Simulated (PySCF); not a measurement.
Silicon: a sound run and one with changed settings

Sound run: Si⁺ [Ne] 3s2 3p1, Si²⁺ [Ne] 3s2. All numbers are calculated (PySCF 2.14, scalar relativity by spin-free X2C-1e, in jorge-DZP-DKH (7s4p1d, 24 functions)). In the sound run the correlated levels freeze [Ne]. The sound run starts from symmetry-adapted Hartree-Fock orbitals and uses a fine grid where one is needed.

Changed run: basis STO-3G, all-electron and non-relativistic. This setting is unsound on purpose.

```csv
species,method,sound run (hartree),changed run (hartree),converged
Si⁺,UHF,-289.16977,-285.32969,yes
Si⁺,PBE,-289.53008,-285.60658,yes
Si⁺,BP86,-289.70234,-285.77344,yes
Si⁺,MP2,-289.20512,-285.34477,yes
Si⁺,CCSD(T),-289.22392,-285.35653,yes
Si²⁺,UHF,-288.58955,-284.79851,yes
Si²⁺,PBE,-288.92764,-285.04327,yes
Si²⁺,BP86,-289.09732,-285.20643,yes
Si²⁺,MP2,-288.61828,-284.82189,yes
Si²⁺,CCSD(T),-288.63274,-284.83875,yes
```

Ionisation energy of Si⁺:

| method | sound run (eV) | changed run (eV) |
| --- | --- | --- |
| UHF | 15.789 | 14.454 |
| PBE | 16.393 | 15.328 |
| BP86 | 16.463 | 15.429 |
| MP2 | 15.969 | 14.228 |
| SCS-MP2 | 15.951 | 14.183 |
| CCSD | 16.069 | 14.089 |
| CCSD(T) | 16.087 | 14.089 |

A minimal basis cannot let orbitals breathe on ionisation and holds almost no correlation. The Hamiltonian changed with the basis, so the totals do not compare.

For comparison, NIST gives 16.346 eV between the lowest levels.
